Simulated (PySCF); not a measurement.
## Molecular orbitals of GaSb

M06-L at R = 2.777 Å; PySCF, scalar-relativistic core potentials, basis sets Ga def2-SVP, Sb def2-SVP with ECP28. State: ³Σ⁻ (triplet), unpaired electrons π ↑↑. Only the outer orbitals are listed, counted within each symmetry, core potentials removing the inner ones.

```json
{"spin": "α", "orbital": "10σ", "occ.": "1", "ε (eV)": "-13.28", "on Ga (%)": "9", "main shells (%)": "90 Sb s"}
{"spin": "α", "orbital": "11σ", "occ.": "1", "ε (eV)": "-8.84", "on Ga (%)": "77", "main shells (%)": "77 Ga s, 14 Sb p, 8 Sb s"}
{"spin": "α", "orbital": "6π", "occ.": "1", "ε (eV)": "-5.18", "on Ga (%)": "10", "main shells (%)": "90 Sb p, 9 Ga p"}
{"spin": "α", "orbital": "6π", "occ.": "1", "ε (eV)": "-5.18", "on Ga (%)": "10", "main shells (%)": "90 Sb p, 9 Ga p"}
{"spin": "α", "orbital": "12σ", "occ.": "1", "ε (eV)": "-4.68", "on Ga (%)": "43", "main shells (%)": "57 Sb p, 29 Ga p, 13 Ga s"}
{"spin": "α", "orbital": "7π", "occ.": "0", "ε (eV)": "-2.01", "on Ga (%)": "90", "main shells (%)": "90 Ga p, 9 Sb p"}
{"spin": "α", "orbital": "7π", "occ.": "0", "ε (eV)": "-2.01", "on Ga (%)": "90", "main shells (%)": "90 Ga p, 9 Sb p"}
{"spin": "α", "orbital": "13σ", "occ.": "0", "ε (eV)": "0.14", "on Ga (%)": "73", "main shells (%)": "72 Ga p, 28 Sb p"}
{"spin": "β", "orbital": "10σ", "occ.": "1", "ε (eV)": "-12.13", "on Ga (%)": "14", "main shells (%)": "85 Sb s, 11 Ga s"}
{"spin": "β", "orbital": "11σ", "occ.": "1", "ε (eV)": "-8.54", "on Ga (%)": "77", "main shells (%)": "77 Ga s, 12 Sb s, 11 Sb p"}
{"spin": "β", "orbital": "12σ", "occ.": "1", "ε (eV)": "-4.29", "on Ga (%)": "43", "main shells (%)": "56 Sb p, 34 Ga p, 9 Ga s"}
{"spin": "β", "orbital": "6π", "occ.": "0", "ε (eV)": "-4.09", "on Ga (%)": "20", "main shells (%)": "80 Sb p, 20 Ga p"}
{"spin": "β", "orbital": "6π", "occ.": "0", "ε (eV)": "-4.09", "on Ga (%)": "20", "main shells (%)": "80 Sb p, 20 Ga p"}
{"spin": "β", "orbital": "7π", "occ.": "0", "ε (eV)": "-1.85", "on Ga (%)": "79", "main shells (%)": "79 Ga p, 20 Sb p"}
```

Which are the highest filled and the lowest empty level, where do they sit, and how wide is the gap?

Highest filled β 12σ at -4.29 eV (in %: 56 Sb p, 34 Ga p, 9 Ga s); lowest empty β 6π at -4.09 eV (in %: 80 Sb p, 20 Ga p); the gap at M06-L is 0.20 eV.

| Item | Value |
| --- | --- |
| bond order (Mayer) | 1.20 |
| ⟨S²⟩ | 2.003 |
| charge on Ga (Mulliken, basis-dependent) | 0.18 |
| charge on Ga (Löwdin, basis-dependent) | 0.01 |
| dipole moment (positive dipole means Ga(−)Sb(+)) | -0.99 D |

Spin–orbit coupling is left out. The state was picked by a PBE0 search and need not be the measured ground state.
